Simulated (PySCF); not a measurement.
An excited-state job on `[Si@@H](N)(CC)O`.

Method: TDDFT wB97X-D/def2-SVPD, vertical, gas phase, core orbitals frozen in the response (PySCF 2.14.0, density-fitted response routines). Geometry: GFN2-xTB. The command runs a driver script over a list of jobs; the input below is this job's line of settings and its coordinates in Å.

Command:
```bash
OMP_NUM_THREADS=1 python probes_run.py task.json out
```

Input:
```
{"job": {"kind": "uv", "xc": "wB97X-D", "basis": "def2-SVPD", "nstates": 8, "ntriplets": 3}, "charge": 0, "multiplicity": 1}
C      1.495420     0.344758     1.286474
C      0.654830     0.730782     0.074690
Si    -0.889292    -0.362719    -0.118749
N     -1.581706     0.092771    -1.637162
O     -0.558113    -1.955920    -0.170872
H      2.393004     0.958628     1.355224
H      0.924951     0.473177     2.203522
H      1.797908    -0.698390     1.224655
H      0.366130     1.778254     0.167983
H      1.274632     0.664730    -0.822143
H     -1.749473    -0.329203     1.062900
H     -1.757294     1.067603    -1.813914
H     -2.355632    -0.454693    -1.978879
H     -0.016042    -2.310250    -0.870830
```

Output:
```
coarse grid: 11528 points
cycle   1  E = -500.6992465667  dE =  4.162e-01  |g| = 7.340e-01  |ddm| = 4.525e+00
cycle   2  E = -500.6879127542  dE =  1.133e-02  |g| = 8.121e-01  |ddm| = 1.884e+00
cycle   3  E = -500.8086342907  dE = -1.207e-01  |g| = 6.355e-02  |ddm| = 7.766e-01
cycle   4  E = -500.8093551607  dE = -7.209e-04  |g| = 3.006e-02  |ddm| = 1.150e-01
cycle   5  E = -500.8095631274  dE = -2.080e-04  |g| = 6.286e-03  |ddm| = 8.505e-02
cycle   6  E = -500.8095724321  dE = -9.305e-06  |g| = 1.925e-03  |ddm| = 2.528e-02
final grid: 104896 points
cycle   7  E = -500.8797199375  dE = -6.757e-05  |g| = 6.538e-03  |ddm| = 1.132e-01
cycle   8  E = -500.8797206296  dE = -6.920e-07  |g| = 6.630e-03  |ddm| = 1.682e-02
cycle   9  E = -500.8797296971  dE = -9.068e-06  |g| = 3.482e-04  |ddm| = 9.313e-03
cycle  10  E = -500.8797297487  dE = -5.166e-08  |g| = 1.816e-04  |ddm| = 2.238e-03
cycle  11  E = -500.8797297563  dE = -7.600e-09  |g| = 6.242e-05  |ddm| = 5.059e-04
cycle  12  E = -500.8797297574  dE = -1.015e-09  |g| = 1.659e-05  |ddm| = 2.219e-04
cycle  13  E = -500.8797297575  dE = -1.057e-10  |g| = 5.409e-06  |ddm| = 8.224e-05
converged SCF energy = -500.8797297575

Static polarisability (au): isotropic 62.202, principal 57.075 60.323 69.208

Singlet excitations
state   eV       nm        f      main configurations
  1   6.9031    179.6   0.04011   H->L 0.64, H->L+1 0.23
  2   7.6035    163.1   0.01323   H->L+1 0.43, H->L 0.19, H->L+2 0.17
  3   7.8882    157.2   0.02406   H-1->L 0.44, H->L+2 0.36
  4   8.1501    152.1   0.00209   H-1->L 0.26, H->L+2 0.23, H->L+1 0.18
  5   8.3196    149.0   0.00920   H-1->L+1 0.58, H-1->L+2 0.18
  6   8.5979    144.2   0.01595   H->L+3 0.29, H-1->L+2 0.29, H-1->L+1 0.12
  7   8.7498    141.7   0.07028   H->L+3 0.20, H->L+5 0.17, H-2->L 0.14
  8   8.8037    140.8   0.06674   H->L+4 0.27, H->L+3 0.26, H->L+7 0.10

Triplet excitations (Tamm-Dancoff, eV): 6.6792 7.3623 7.7171
```

The SCF starts on a coarse grid where the log names one; the energy can jump when the final grid takes over, and dE then counts from the start density on the new grid. H and L stand for HOMO and LUMO; the number after each pair is its weight.

Task: Give the mean polarisability as a volume in Å³, and the ratio of the largest to the smallest principal value.

Result: 62.202 au × 0.148185 = 9.22 Å³; 69.208/57.075 = 1.21.

Task: How does the lowest singlet excitation compare with the HOMO–LUMO gap?

Result: HOMO -9.35 eV and LUMO 1.99 eV give a gap of 11.34 eV; S1 at 6.90 eV lies 4.44 eV below it.

In short: HOMO -9.35 eV, LUMO 1.99 eV; lowest singlet 6.90 eV; lowest triplet 6.68 eV (Tamm–Dancoff); mean polarisability 62.2 au.

On one thread, Intel Xeon at 2.50 GHz (x86_64), no GPU, shared host, this took 77 s wall, 59 s CPU and 0.74 GiB of memory at its peak.

One conformer stands for the species.
Labels such as C1 count atoms from 1, the log's own numbers from 0.

Note: wB97X-D ran without an empirical dispersion term, which enters the total energy and its gradient alone.
